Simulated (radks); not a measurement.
Spherical quantum dot in the effective-mass picture: electrons in a parabolic well V = omega^2 r^2 / 2 with omega = 0.538, with a point charge +2 (a donor) at the centre, all in effective atomic units (hartree* = m*/eps^2 hartree, bohr* = eps/m* bohr), one dielectric constant everywhere. Calculated with a radial shooting solver with Libxc functionals: non-relativistic Kohn-Sham, PBE, spin-polarised, spherical densities. Levels are named by radial order and angular momentum (1s, 1p, 1d, 2s, ...), and open shells are averaged over m. Results are scaled to m* = 0.239 and eps = 6.2, for which hartree* = 169.2 meV and bohr* = 1.373 nm. At N = 28 the configuration is 1s2 1p6 1d10 2s2 1f(up 7, down 0) 2p(up 1, down 0). Does electron 29 go into 2p down or 2p up or 1f down?

Answer. Into 2p up. The total energies of the other choices lie higher by 2.54 meV (1f down), 7.96 meV (2p down).
